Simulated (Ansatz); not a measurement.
Ideal-gas functions of CH4F2OSi (`O[SiH](F)CF`) at 800 K and 1 bar, from an Ansatz frequency run at PBE0-D4/def2-TZVP.

Molar mass 98.12 g/mol, point group C1 (symmetry number 1), electronic degeneracy 1, moments of inertia 92.991, 169.658, 208.346 u Å². Harmonic wavenumbers (cm⁻¹, unscaled): 56, 147, 219, 295, 340, 437, 636, 744, 782, 848, 895, 902, 981, 1053, 1243, 1321, 1460, 2283, 3049, 3105, 3904.

Use S(trans) = R[1.5 ln M + 2.5 ln T − 1.1517]; rotational temperatures θ = 24.2544 K / I; S(rot) = R[ln(√π/σ · √(T³/θAθBθC)) + 1.5]; for each mode x = 1.438777 ν̃/T, S = R[x/(eˣ − 1) − ln(1 − e⁻ˣ)] and H = RT x/(eˣ − 1); 1 cm⁻¹ = 0.0119627 kJ/mol; R = 8.31446 J/(mol·K).

Q: By hand: the entropy, in J/(mol·K).

A: Translation 186.6. Rotation: θ = 0.2608, 0.143, 0.1164 K, giving 123.2. Vibration, mode by mode: 27.40, 19.40, 16.11, 13.68, 12.53, 10.53, 7.64, 6.49, 6.13, 5.57, 5.20, 5.15, 4.59, 4.15, 3.17, 2.84, 2.33, 0.71, 0.22, 0.21, 0.06, in all 154.1. Electronic 0.0. Sum 463.9 J/(mol·K).

Q: By hand: H − E and G − E in kJ/mol, counted from the electronic energy.

A: Zero-point energy ½ × 24700 × 0.0119627 = 147.7; thermal vibration 59.9; translation, rotation and pV give 4 RT = 26.6. H − E = 234.2 kJ/mol, and G − E = 234.2 − 800 × 463.9/1000 = -136.9 kJ/mol.

Vibration gives 33 % of the entropy, 46.8 J/(mol·K) of it from the modes under 150 cm⁻¹: soft modes count most, and the harmonic formula is weakest for them. The sum counts one conformer and one mirror image; others add a mixing term.
